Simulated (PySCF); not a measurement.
HCu, charge +1, doublet, geometry from GFN2-xTB (such geometries of metal compounds can be far from the true shape) (the multiplicity is a formal guess); WB97X/def2-SV(P) (PySCF).

The PySCF input:
```python
from pyscf import gto, scf, dft

mol = gto.Mole()
mol.atom = '''
    Cu   -0.00000000   -0.00000000   -0.04926702
    H     0.00000000    0.00000000    1.42874357
'''
mol.basis = 'def2-sv(p)'
mol.charge = 1
mol.spin = 1
mol.verbose = 4
mol.build()

mf = dft.UKS(mol)
mf.xc = 'wb97x'
mf.grids.radi_method = dft.radi.mura_knowles
mf.kernel()
```

Predict the main parts of the log of this PySCF run.


```
PySCF version 2.14.0

[INPUT] verbose = 4
[INPUT] num. atoms = 2
[INPUT] num. electrons = 29
[INPUT] charge = 1
[INPUT] spin (= nelec alpha-beta = 2S) = 1
[INPUT] symmetry False subgroup None
[INPUT] Mole.unit = angstrom
[INPUT] Symbol           X                Y                Z      unit          X                Y                Z       unit  Magmom
[INPUT]  1 Cu     0.000000000000   0.000000000000  -0.049267020000 AA    0.000000000000   0.000000000000  -0.093101174773 Bohr   0.0
[INPUT]  2 H      0.000000000000   0.000000000000   1.428743570000 AA    0.000000000000   0.000000000000   2.699934049533 Bohr   0.0

nuclear repulsion = 10.3829696624028
number of shells = 12
number of NR pGTOs = 70
number of NR cGTOs = 26
basis = def2-sv(p)
ecp = {}

******** <class 'pyscf.dft.uks.UKS'> ********
method = UKS
initial guess = minao
damping factor = 0
level_shift factor = 0
DIIS = <class 'pyscf.scf.diis.CDIIS'>
diis_start_cycle = 1
diis_space = 8
diis_damp = 0
SCF conv_tol = 1e-09
SCF conv_tol_grad = None
SCF max_cycles = 50
direct_scf = True
direct_scf_tol = 1e-13
number electrons alpha = 15  beta = 14
XC library pyscf.dft.libxc version 7.1.2
    S. Lehtola, C. Steigemann, M. J. T. Oliveira, and M. A. L. Marques,  SoftwareX 7, 1–5 (2018)
XC functionals = wb97x
    J.-D. Chai and M. Head-Gordon,  J. Chem. Phys. 128, 084106 (2008)
radial grids: Mura-Knowles [JCP 104, 9848 (1996); DOI:10.1063/1.471749] log3 quadrature radial grids
becke partition: Becke, JCP 88, 2547 (1988); DOI:10.1063/1.454033
pruning grids: <function nwchem_prune>
grids dens level: 3
symmetrized grids: False
atomic radii adjust function: <function treutler_atomic_radii_adjust>
small_rho_cutoff = 0
Set gradient conv threshold to 3.16228e-05
tot grids = 27952
init E= -1640.37170866646

cycle= 1 E= -1640.23695181826  delta_E= 0.135  |g|= 0.998  |ddm|= 1.01
cycle= 2 E= -1640.025370358  delta_E= 0.212  |g|= 1.21  |ddm|=  1.2
cycle= 3 E= -1640.52802475496  delta_E= -0.503  |g|= 0.0505  |ddm|=  0.7
cycle= 4 E= -1640.5304371842  delta_E= -0.00241  |g|= 0.0233  |ddm|= 0.0792
cycle= 5 E= -1640.53114183137  delta_E= -0.000705  |g|= 0.0124  |ddm|= 0.0516
cycle= 6 E= -1640.53144090268  delta_E= -0.000299  |g|= 0.0034  |ddm|= 0.0543
cycle= 7 E= -1640.53147959839  delta_E= -3.87e-05  |g|= 0.00146  |ddm|= 0.0191
cycle= 8 E= -1640.53148566734  delta_E= -6.07e-06  |g|= 0.000428  |ddm|= 0.00739
cycle= 9 E= -1640.53148600036  delta_E= -3.33e-07  |g|= 0.000102  |ddm|= 0.00209
cycle= 10 E= -1640.53148601073  delta_E= -1.04e-08  |g|= 1.18e-05  |ddm|= 0.000268
cycle= 11 E= -1640.53148601107  delta_E= -3.42e-10  |g|= 2.73e-06  |ddm|= 7.15e-05
Extra cycle  E= -1640.53148601109  delta_E= -1.68e-11  |g|= 1.87e-06  |ddm|= 8.27e-06
converged SCF energy = -1640.53148601109  <S^2> = 0.75526062  2S+1 = 2.0052537
```
